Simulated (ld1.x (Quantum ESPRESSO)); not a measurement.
Values are calculated unless marked as measured or tabulated.
# Potentials for Al compared

Generated with ld1.x 7.5 (TM, RRKJ, ultrasoft, PAW), atompaw 4.2 or ONCVPSP 4.0.1. The cutoff is in Ry: for ld1.x and atompaw files where the sum of valence levels is converged to 10 mRy in a Bessel basis, for ONCV files where the hardest occupied wave has 1 mHa per electron of residual kinetic energy. The error is the largest all-electron minus pseudo excitation energy over each file’s own four to seven test configurations (ionisations up to +4, promotions, holes and added fractions of an electron), all of which were solved. The labels leave out finer settings (local radius, basis sizes, second energies), which also bear on the numbers. Spin-polarised tests are not counted. The rows are a selection from randomly drawn settings: files with unsolved tests, undetermined cutoffs or missed reference levels are left out.

| potential | cutoff (Ry) | largest error (meV) | bound ghosts |
| --- | --- | --- | --- |
| RRKJ, PBE, non-relativistic, rc 2.15/2.65 (sp), local s, core correction yes, reference 3s2 3p0 | 10 | -31 | none |
| ultrasoft, LDA (PZ), scalar-relativistic, rc 2.00/2.60 (sp), local smoothed, core correction yes, reference 3s2 3p0.5 | 8 | -7.5 | none |
| TM, LDA (PZ), scalar-relativistic, rc 1.95/1.85/1.70 (spd), local s, core correction no, reference 3s1 3p0 | 10 | +123 | none |
| TM, BLYP, scalar-relativistic, rc 2.00/2.85/2.60 (spd), local smoothed, core correction yes, reference 3s2 3p1 | 10 | +68 | none |
| TM semilocal, LDA (PZ), non-relativistic, rc 1.55/1.75 (sp), local s, core correction no, reference 3s2 3p1 | 25 | +87 | none |

(1) Fill in the row for Al: RRKJ, LDA (PZ), scalar-relativistic, rc 2.00/1.90/1.75 (spd), local p, core correction no, reference 3s2 3p1.

(2) Fill in the row for Al: RRKJ, LDA (PZ), scalar-relativistic, rc 1.75/1.95/1.85 (spd), local smoothed, core correction yes, reference 3s2 3p0.

Results:

(1) cutoff 12 Ry, largest error +84 meV, bound ghosts: none.

(2) cutoff 12 Ry, largest error +8.7 meV, bound ghosts: none.
